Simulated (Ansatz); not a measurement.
Start from `[SiH3]OC1[SiH2]S1` and change one atom or group to get `BC1[SiH2]S1`.

Ansatz, PBE0-D4/def2-TZVP geometries, multiplicity 1. Each molecule was computed in one conformer, which needn't be the lowest.

```csv
property,`[SiH3]OC1[SiH2]S1`
size of the dipole moment (PBE/def2-TZVPP) / D,1.88
LUMO energy (PBE/def2-TZVPP) / eV,-1.41
HOMO–LUMO gap (PBE/def2-TZVPP) / eV,4.66
HOMO energy (PBE0/def2-TZVPP) / eV,-7.24
HOMO–LUMO gap (ωB97M-V/def2-TZVPP) / eV,10.56
LUMO energy (PBE0/def2-TZVPP) / eV,-0.59
```

(1) What does the change do to each property? (Estimate.)

Results:

(1) Ansatz gave: 
```json
{"property": "size of the dipole moment (PBE/def2-TZVPP) / D", "`BC1[SiH2]S1`": "1.73", "shift": "-0.15"}
{"property": "LUMO energy (PBE/def2-TZVPP) / eV", "`BC1[SiH2]S1`": "-2.08", "shift": "-0.67"}
{"property": "HOMO–LUMO gap (PBE/def2-TZVPP) / eV", "`BC1[SiH2]S1`": "3.91", "shift": "-0.75"}
{"property": "HOMO energy (PBE0/def2-TZVPP) / eV", "`BC1[SiH2]S1`": "-7.17", "shift": "0.07"}
{"property": "HOMO–LUMO gap (ωB97M-V/def2-TZVPP) / eV", "`BC1[SiH2]S1`": "10.12", "shift": "-0.44"}
{"property": "LUMO energy (PBE0/def2-TZVPP) / eV", "`BC1[SiH2]S1`": "-1.12", "shift": "-0.53"}
```

With PBE0 the HOMO rises by 0.07 eV and the LUMO falls by 0.53 eV, so the gap narrows by about 0.60 eV. PBE moves the HOMO by 0.09 eV and ωB97M-V by 0.07 eV. Dipoles are sizes alone; their direction can turn.
